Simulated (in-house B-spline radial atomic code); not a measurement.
Configurations of Ta VII (Ta6+), with energies counted from [Xe] 4f13. Level of theory: Dirac-Hartree-Fock, average of configuration, Fermi nucleus of rms radius 5.3507 fm; calculated with an all-electron radial atomic-structure program (B-spline basis). Energies include first-order Breit, QED and recoil terms.

Occupations are held fixed; configurations that lie above the ionisation limit could autoionise.

```json
{"configuration": "[Xe] 4f12 6d1", "E - E(ref) (eV)": "78.339", "highest orbital": "6d5/2", "its <r> (bohr)": "3.198"}
{"configuration": "[Xe] 4f12 7p1", "E - E(ref) (eV)": "86.503", "highest orbital": "7p3/2", "its <r> (bohr)": "4.36"}
{"configuration": "[Kr] 4d10 4f13 5s2 5p5 5g1", "E - E(ref) (eV)": "95.737", "highest orbital": "5g7/2", "its <r> (bohr)": "3.862"}
{"configuration": "[Kr] 4d10 4f13 5s2 5p5 7d1", "E - E(ref) (eV)": "96.881", "highest orbital": "7d5/2", "its <r> (bohr)": "5.232"}
{"configuration": "[Xe] 4f12 6g1", "E - E(ref) (eV)": "100.48", "highest orbital": "6g7/2", "its <r> (bohr)": "6.17"}
{"configuration": "[Kr] 4d10 4f13 5s2 5p5 9g1", "E - E(ref) (eV)": "114.28", "highest orbital": "9g7/2", "its <r> (bohr)": "15.73"}
{"configuration": "[Kr] 4d9 4f13 5s2 5p6 6p1", "E - E(ref) (eV)": "277.17", "highest orbital": "6p3/2", "its <r> (bohr)": "2.594"}
{"configuration": "[Kr] 4d9 4f13 5s2 5p6 5g1", "E - E(ref) (eV)": "305.47", "highest orbital": "5g7/2", "its <r> (bohr)": "3.858"}
{"configuration": "[Kr] 4d9 4f13 5s2 5p6 8p1", "E - E(ref) (eV)": "310.55", "highest orbital": "8p3/2", "its <r> (bohr)": "6.54"}
```

Q: Order these further configurations by energy, lowest first.
A. [Kr] 4d9 4f13 5s2 5p6 6s1
B. [Kr] 4d10 4f14 5s2 5p5
C. [Kr] 4d9 4f13 5s2 5p6 7p1
D. [Xe] 4f12 7g1
E. [Xe] 4f12 9d1

A: B (11.075 eV), D (105.43 eV), E (105.94 eV), A (266.53 eV), C (299.64 eV).

Q: How far above the reference does [Xe] 4f12 6s1 lie?

A: 53.426 eV; its least bound orbital is 6s1/2 with <r> = 2.246 bohr.

Q: How far above the reference does [Kr] 4d10 4f13 5s2 5p5 7s1 lie?

A: 85.437 eV; its least bound orbital is 7s1/2 with <r> = 3.904 bohr.

Q: How far above the reference does [Xe] 4f12 5d1 lie?

A: 39.34 eV; its least bound orbital is 5d5/2 with <r> = 1.519 bohr.
